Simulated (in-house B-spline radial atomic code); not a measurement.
Configurations of Cu V (Cu4+), with energies counted from [Ar] (3d3/2)4 (3d5/2)3. Method: Dirac-Hartree-Fock, average of each configuration as written, Fermi nucleus of rms radius 3.8823 fm. Calculated with a B-spline radial code for spherical atoms. Energies include first-order Breit, QED and recoil terms.

Occupations are held fixed; configurations that lie above the ionisation limit could autoionise.

```csv
configuration,E - E(ref) (eV),highest orbital,its <r> (bohr)
[Ar] (3d3/2)4 (3d5/2)2 5s1,52.544,5s1/2,3.727
[Ar] (3d5/2)6 (5p3/2)1,56.766,5p3/2,4.123
[Ar] (3d5/2)6 (7p3/2)1,70.584,7p3/2,9.888
[Ar] (3d5/2)6 (7d3/2)1,72.313,7d3/2,11.53
[Ar] (3d5/2)6 (7f5/2)1,73.73,7f5/2,13.32
[Ne] 3s2 (3p1/2)1 (3p3/2)4 (3d3/2)1 (3d5/2)6 (4f5/2)1,133.77,4f5/2,3.515
[Ne] 3s2 (3p1/2)1 (3p3/2)4 (3d3/2)4 (3d5/2)3 6s1,145.27,6s1/2,6.142
```

Problem. Order these further configurations by energy, lowest first.
A. [Ar] (3d3/2)1 (3d5/2)6
B. [Ar] (3d5/2)6 (4d3/2)1
C. [Ar] (3d5/2)6 (4f7/2)1
D. [Ar] (3d3/2)3 (3d5/2)4
E. [Ar] (3d3/2)1 (3d5/2)5 (7g9/2)1

Solution. A (0.50754 eV), D (0.70189 eV), B (49.89 eV), C (59.166 eV), E (74.521 eV).

Problem. How far above the reference does [Ne] 3s2 (3p1/2)1 (3p3/2)4 (3d3/2)1 (3d5/2)6 7s1 lie?

Solution. 144.08 eV; its least bound orbital is 7s1/2 with <r> = 9.159 bohr.

Problem. How far above the reference does [Ar] (3d3/2)4 (3d5/2)2 (5g7/2)1 lie?

Solution. 66.652 eV; its least bound orbital is 5g7/2 with <r> = 5.495 bohr.
